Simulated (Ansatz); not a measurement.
Consider the formal hydrolysis of a C–Si bond: `N=C(O)C[SiH2]Cl` + H₂O → `N=C(O)CO` + `[SiH3]Cl`.

Computed with Ansatz on PBE0-D4/def2-TZVP structures; ΔE is electronic, products minus reactants. CCSD(T)/CBS is the MP2 limit (def2-TZVPP, def2-QZVPP) plus CCSD(T) − MP2 in def2-TZVPP, frozen cores. This one scheme is used for every species. Functionals use def2-TZVPP. B3LYP here is the variant with VWN-RPA as its local correlation; programs differ in this. One conformer a species, not always the lowest.

Problem. Is it downhill or uphill in electronic energy at CCSD(T)/CBS, and by how much? (Best estimate.)

Solution. Computed: Uphill: ΔE = +1.06 eV.

Problem. What do these levels give: PBE-D4, B3LYP-D4, PBE, r2SCAN, B3LYP, SCS-MP2/def2-TZVPP, CCSD/def2-TZVPP, CCSD(T)/def2-TZVPP, HF/def2-QZVPP, MP2/def2-QZVPP, HF/CBS(def2), CCSD/CBS(def2)? (Best estimate.)

Solution. The calculation gave: PBE-D4 0.99, B3LYP-D4 0.96, PBE 0.93, r2SCAN 0.98, B3LYP 0.86, SCS-MP2/def2-TZVPP 1.00, CCSD/def2-TZVPP 0.97, CCSD(T)/def2-TZVPP 0.99, HF/def2-QZVPP 0.79, MP2/def2-QZVPP 1.14, HF/CBS(def2) 0.79, CCSD/CBS(def2) 1.04 eV.

Largest T1 diagnostic among the species: 0.013.

In def2-TZVPP, CCSD(T) changes the Hartree–Fock value by +0.21 eV (the triples alone add +0.02 eV) and MP2 by +0.32 eV. The D4 term adds +0.10 eV with B3LYP and +0.06 eV with PBE0; it sums over pairs of atoms, weighted by their polarisabilities, and B3LYP, whose exchange is more repulsive, gets the larger term.
